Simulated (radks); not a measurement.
Problem. These are the eigenvalues of the occupied orbitals of an atom or ion with whole-number occupations (eV). Calculated with a radial shooting solver on a logarithmic mesh with Libxc functionals: Dirac Kohn-Sham, PBE, spin-unpolarised, spherical densities, finite nucleus; Fermi nuclear charge, rms radius of each element as measured or else 0.836 A^(1/3) + 0.57 fm.

1s1/2: -78279.51
2s1/2: -13747.75
2p1/2: -13180.46
2p3/2: -11451.61
3s1/2: -3234.499
3p1/2: -2978.972
3p3/2: -2598.938
3d3/2: -2172.060
3d5/2: -2090.143
4s1/2: -700.6574
4p1/2: -592.0769
4p3/2: -501.5756
4d3/2: -323.4149
4d5/2: -306.5829
5s1/2: -108.8089
4f5/2: -79.0563
4f7/2: -75.6030
5p1/2: -74.2265
5p3/2: -59.3477
5d3/2: -14.2675
5d5/2: -12.8996
7f5/2: -0.2859

Which element is it, and in what charge state? The configuration may be excited. Open shells, if any, fill j = l - 1/2 first.

Solution. Z = 78, platinum, charge 0: Pt in [Xe] 4f14 5d9 7f1. The list shows which subshells hold electrons but not how many an open one holds; the 1s level, -2876.7 hartree, gives Z - s = 75.9 by -(Z - s)^2/2, which with screening and relativity narrows Z to a few neighbours, and the depths of the outer levels then fix element, charge and occupations together.
